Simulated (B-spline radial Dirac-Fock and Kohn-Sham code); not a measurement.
Ionisation energies of oxygen ions, computed and tabulated

Level of theory: multi-electron Dirac-Fock with separately optimised hole states, Breit and Lamb-shift corrections added in first order; a B-spline atomic structure program. Each value is the difference of the configuration-average energies of two neighbouring ions in their tabulated ground configurations. Correlation and solid-state effects are left out. NIST's values refer to the lowest levels; many for high charge states are themselves semi-empirical or theoretical. Where a p, d or f shell is open in either ion the computed value averages over both j values and all terms, while the table refers to the lowest levels; that difference holds spin-orbit splitting (largest in heavy or highly charged ions), term energies where several electrons share open shells, and correlation, and it can reach 10 % or more.

| ion | configuration | computed (eV) | NIST (eV) | kind | NIST − computed (eV) |
| --- | --- | --- | --- | --- | --- |
| O | [He] 2s2 2p4 | 14.57 | 13.61806 | measured | -0.95 |
| O⁺ | [He] 2s2 2p3 | 32.23 | 35.12112 | measured | +2.89 |
| O²⁺ | [He] 2s2 2p2 | 53.16 | 54.93554 | semi-empirical | +1.78 |
| O³⁺ | [He] 2s2 2p1 | 77.19 | 77.4135 | measured | +0.22 |
| O⁴⁺ | [He] 2s2 | 111.1 | 113.899 | measured | +2.80 |
| O⁵⁺ | [He] 2s1 | 138.0 | 138.1189 | semi-empirical | +0.13 |
| O⁶⁺ | 1s2 | 738.1 | 739.327 | theoretical | +1.24 |
| O⁷⁺ | 1s1 | 871.4 | 871.4099 | theoretical | -0.03 |

Question: Where in this range is the largest relative jump, and why?

Answer: From O⁵⁺ (138.0 eV) to O⁶⁺ (738.1 eV), a factor of 5.35. The configuration goes from [He] 2s1 to 1s2, so the next electron comes out of a deeper subshell.
